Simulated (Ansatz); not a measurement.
Gas-phase electronic energies from Ansatz, PBE0-D4/def2-TZVP geometries. CBS: MP2 limit from def2 TZ/QZ plus the TZ coupled-cluster correction, frozen cores. Functionals use def2-TZVPP. B3LYP here is the variant with VWN-RPA as its local correlation; programs differ in this. One conformer a species, not always the lowest.

Consider the ligand exchange at the Si–O bond: `[SiH3]OCS[SiH3]` + `C[SiH2]N` → `C[SiH2]N[SiH3]` + `OCS[SiH3]`.

```
   level  ΔE (kcal/mol)
B3LYP-D4            6.8
     PBE            4.7
   B3LYP            6.7
 r2SCAN0            5.8
```

Question: What does CCSD(T)/CBS give? (Estimate.)

Answer: The calculation gave: +6.1 kcal/mol. The listed levels differ from it by 0.7, -1.4, 0.6, -0.3 kcal/mol.

Largest T1 diagnostic among the species: 0.012.

From BLYP to BHLYP (50 % exact exchange), in def2-TZVPP and without D4, ΔE moves by +0.7 kcal/mol. In def2-TZVPP, CCSD(T) changes the Hartree–Fock value by −1.7 kcal/mol (the triples alone add −0.3 kcal/mol) and MP2 by −1.4 kcal/mol.
